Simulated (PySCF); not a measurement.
A calculated (M06-L, PySCF 2.14, cc-pVTZ-DK, scalar relativity by spin-free X2C-1e) atom or ion has these occupied shells.

```
shell  electrons  orbital energy (eV)  rms radius, mean of both spins (bohr)
   1s          2              -1288.9                                  0.151
   2s          2              -103.70                                  0.753
   2p          6              -67.974                                  0.768
```

(1) Name the element and its charge.

## Answers

(1) Mg²⁺ (magnesium, charge +2), in [Ne], closed-shell 1S.
